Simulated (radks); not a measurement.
Radial electron density D(r) = 4 pi r^2 rho(r) of an atom or ion with 7 electrons. All-electron calculation, Dirac Kohn-Sham, relativistic LDA (MacDonald-Vosko exchange, VWN5 correlation), spin-unpolarised, spherical densities, finite nucleus; Fermi nuclear charge, rms radius of each element as measured or else 0.836 A^(1/3) + 0.57 fm. Program: a radial shooting solver on a logarithmic mesh with Libxc functionals.

r (bohr)  D(r) (e/bohr)
0.002911          4.955
0.003528          6.795
0.004274          9.221
0.005179          12.35
0.006225          16.10
0.007543          20.85
0.00914           26.39
0.01107           32.50
0.01342           38.71
0.01626           44.31
0.0197            48.35
0.02387           49.90
0.02892           48.35
0.03505           43.86
0.04246           37.72
0.05145           32.15
0.06234           29.44
0.07554           30.54
0.09153           33.98
0.1109            36.21
0.1333            34.01
0.1615            26.49
0.1957            16.33
0.2371            7.615
0.2873            2.542
0.3482           0.5686
0.4218          0.07864
0.5111         0.006099

What is the nuclear charge?

Answer. Z = 41. The innermost maximum, from 1s, lies near gamma/Z bohr with gamma = sqrt(1 - (Z/c)^2) = 0.954, here 0.0233 bohr (found: 0.0239), and its height grows with Z. The density is that of the niobium ion Nb34+ in [He] 2s2 2p3; the configuration itself is not fixed sharply by these data, and Z only to a few units. D(r) has 2 maxima, at r = 0.0239, 0.113 bohr, and minima at 0.0649 bohr, inside which lie 2.28 electrons.
